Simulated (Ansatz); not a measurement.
# SnH3O2 (SMILES [OH][SnH][OH]): methods side by side

SnH3O2: 6 atoms, total charge 0, spin state doublet. As SMILES, `[OH][SnH][OH]`. The shape was relaxed beforehand at B3LYP/def2-SVP. This is one conformer, not always the lowest.

```
atom    x (Å)    y (Å)    z (Å)
   O  -1.3064  -0.6930  -0.2417
  Sn   0.4129   0.2846  -0.6493
   O   1.4153  -0.0107   1.0594
   H  -1.8866  -0.7833  -1.0116
   H   0.1449   2.0352  -0.6235
   H   1.2618  -0.8967   1.4207
```

Each level gives the dissociation energy of the O3–Sn2 bond into doublet OH and singlet SnH2O (shapes relaxed at B3LYP/def2-SVP, no zero-point term) (eV). The values are calculated.

| level | kind | program | value (eV) | CPU time (all runs) |
| --- | --- | --- | --- | --- |
| UHF/def2-TZVP (core potential) | Hartree–Fock | Ansatz | 1.50 | 3.5 s |
| UBLYP/def2-TZVP (core potential) | GGA | Ansatz | 2.36 | 7.4 s |
| UPBE/def2-TZVP (core potential) | GGA | Ansatz | 2.62 | 6.7 s |
| U-r2SCAN/def2-TZVP (core potential) | meta-GGA | Ansatz | 2.59 | 15 s |
| UB3LYP/def2-TZVP (core potential) | global hybrid | Ansatz | 2.30 | 8.1 s |
| U-wB97M-V/def2-TZVP (core potential) | range-separated hybrid | Ansatz | 2.48 | 34 s |
| UB2PLYP/def2-TZVP (core potential) | double hybrid | Ansatz | 2.40 | 15 s |
| RPA@PBE/def2-TZVP (core potential) | RPA | Ansatz | 2.18 | 15 s |
| UMP2/def2-TZVP (core potential) | perturbation theory | Ansatz | 2.64 | 6.2 s |

Spin-orbit coupling, which can split open shells on such heavy atoms by tenths of an eV, is left out. The values span 1.50 to 2.64 eV. Hartree–Fock misses the correlation of the electron pair that is broken and comes out low. A fragment with an even electron count was run as a singlet and may have a lower triplet. Measured bond enthalpies also hold zero-point and thermal terms, a few tenths of an eV less. In the correlated wave-function rows the outer d shell of Sn is correlated, in sets not made for it. In so small a basis fixed costs decide the times, and correlated methods can beat functionals. Times are those of the runs behind each value, whatever else they computed, on shared processors of several kinds: orders of magnitude only.
